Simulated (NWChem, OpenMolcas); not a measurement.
## How methods differ on CH5BFNO (SMILES COB(N)F)

CH5BFNO has 10 atoms, charge 0, and is taken as a singlet. As SMILES, `COB(N)F`. The coordinates come from a PBE0-D4/def2-TZVP relaxation. This is one conformer, not always the lowest.

```xyz
10

C    -1.3335    0.2630   -0.4778
O    -0.0918    0.1113   -1.1185
B     1.0351   -0.1418   -0.4021
N     1.0891   -0.2753    0.9951
F     2.1664   -0.2694   -1.1052
H    -1.3248    1.1074    0.2208
H    -1.6193   -0.6453    0.0649
H    -2.0854    0.4573   -1.2426
H     0.2932   -0.1949    1.5994
H     1.9539   -0.4632    1.4688
```

Quantity: the dipole moment, in D. The values are calculated.

```
         level             kind     program  value (D)
 SVWN5/cc-pVDZ              LDA  OpenMolcas       3.35
  BLYP/cc-pVDZ              GGA  OpenMolcas       3.21
   PBE/cc-pVDZ              GGA  OpenMolcas       3.24
  TPSS/cc-pVDZ         meta-GGA  OpenMolcas       3.28
r2SCAN/cc-pVDZ         meta-GGA  OpenMolcas       3.36
 B3LYP/cc-pVDZ    global hybrid  OpenMolcas       3.37
M06-2X/cc-pVDZ  hybrid meta-GGA      NWChem       3.47
  PBE0/cc-pVDZ    global hybrid      NWChem       3.42
```

The values span 3.21 to 3.47 D. Magnitudes only.
